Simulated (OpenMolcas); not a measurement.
d8 ions of charge +3 down a group with 6 fluoride ligands in octahedral coordination

```json
{
 "Program": "OpenMolcas",
 "Method": "SS-CASPT2, IPEA 0.25 Eh, imaginary shift 0.1 Eh",
 "Spin-orbit coupling": "state interaction with AMFI integrals over the reference wave functions"
}
```

The d shell is active; CASPT2 correlates the ligand valence shells and the outer metal core. Anionic complexes are neutralised by point charges behind the ligands. Distances were set from a Shannon-type radius of the metal (high-spin where two are listed) plus a fixed donor radius (F 1.31 Å). Ligand basis ANO-RCC-VDZP, DKH2 Hamiltonian. States (labels of O, the rotations of Oh). Energies in cm-1 above the lowest state or level, χT in cm3 K/mol. Spin-only χT is S(S+1) / 2 for the spin of the ground state.

```json
{"Ion": "Cu3+", "Shell": "3d8", "R (Å)": "1.85", "Metal basis": "ANO-RCC-VTZP", "Outer charge (e at Å behind ligand)": "0.5 at 2.6", "Ground state": "3A2", "First state of that spin": "3T2 16180", "First gap with spin-orbit (degeneracies)": "8370 (3, 2)", "χT at 300 K": "1.214", "First state of another spin": "1E 8450", "Spin-only χT": "1.000"}
{"Ion": "Ag3+", "Shell": "4d8", "R (Å)": "2.06", "Metal basis": "ANO-RCC-VDZP", "Outer charge (e at Å behind ligand)": "0.5 at 2.6", "Ground state": "3A2", "First state of that spin": "3T2 20900", "First gap with spin-orbit (degeneracies)": "4870 (3, 2)", "χT at 300 K": "1.242", "First state of another spin": "1E 4940", "Spin-only χT": "1.000"}
{"Ion": "Au3+", "Shell": "5d8", "R (Å)": "2.16", "Metal basis": "ANO-RCC-VDZP", "Outer charge (e at Å behind ligand)": "0.5 at 2.4", "Ground state": "3A2", "First state of that spin": "3T2 19700", "First gap with spin-orbit (degeneracies)": "5480 (3, 2)", "χT at 300 K": "1.619", "First state of another spin": "1E 6070", "Spin-only χT": "1.000"}
```

The rows also differ in their metal basis and outer charges, so part of each step comes from that.

Every ion keeps the highest spin of its shell. χT departs most from the spin-only value for Au3+, by +0.619 cm3 K/mol.

Roots that are degenerate in the reference are averaged as groups; the widest CASPT2 spread within a group is 920 cm-1 (the 3-fold group of multiplicity 1 near 28200 cm-1 above the lowest state of its run, Ag3+). Shifts and gaps below about the spread of the groups concerned are not significant. Over all roots computed the reference weight is 0.66 to 0.71 in Cu3+, 0.65 to 0.70 in Ag3+, 0.67 to 0.70 in Au3+; the roots of lowest weight are the least certain, and an intruder state may touch them. Ligand-to-metal charge-transfer states are missing. With no ligand orbital active B as a rule stays too high, so bands that hang on it stand too high and its fall with covalency is understated. With one d shell and no ligand orbital active, 10Dq can be off by a tenth or more. A single d shell leaves out the double-shell effect, which counts most for late 3d ions, where the CASPT2 field can be off either way by tens of per cent (holds for Cu3+). Real 4d8 and 5d8 ions are as a rule square planar and diamagnetic (holds for Ag3+; Au3+). The least metal-like active orbital is 75 % on the metal (Löwdin) and no ligand orbital is active, so the numbers are rough (holds for Ag3+). The least metal-like active orbital is 79 % on the metal (Löwdin) and no ligand orbital is active, so the numbers are rough (holds for Au3+). No measured value stands beside these numbers; the geometry was imposed, not optimised, and the real ion may take another.
